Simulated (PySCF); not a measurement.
**From computed data to an observable: oscillator strength and radiative lifetime**

B(OH)(SiH3)2 (BH7OSi2), SMILES OB([SiH3])[SiH3].

Geometry optimised at B3LYP-D3(BJ)/def2-SVP. The structure was generated by enumeration, and PubChem lists no compound with its InChIKey, so it may never have been made. One conformer was computed; it need not be the lowest.

PySCF with TDA-PBE/def2-SVPD puts the first singlet state with f over 0.02 at 5.91 eV (vertical), with the transition dipole (-0.434, 0.168, -0.403) in atomic units.

Problem. Find the oscillator strength, the wavelength and the radiative lifetime that this transition would have in vacuum if emission retraced absorption.

Solution. 
|μ|² = 0.3790 au, so |μ| = 1.56 D. ΔE = 5.91/27.211 = 0.2172 hartree. f = (2/3) ΔE |μ|² = 0.055 (the program prints 0.055).
λ = 1239.84/5.91 = 210 nm; ν = 47667 cm⁻¹.
Einstein's coefficient A = 0.6670 ν² f s⁻¹ (ν in cm⁻¹) = 8.3e7 s⁻¹, so τ = 1/A = 12 ns. This state is S4; the lower singlets have f = 0.000, 0.008, 0.003. The figure is the radiative limit of this one transition; relaxation, internal conversion, crossing to triplets and a medium change what is measured.
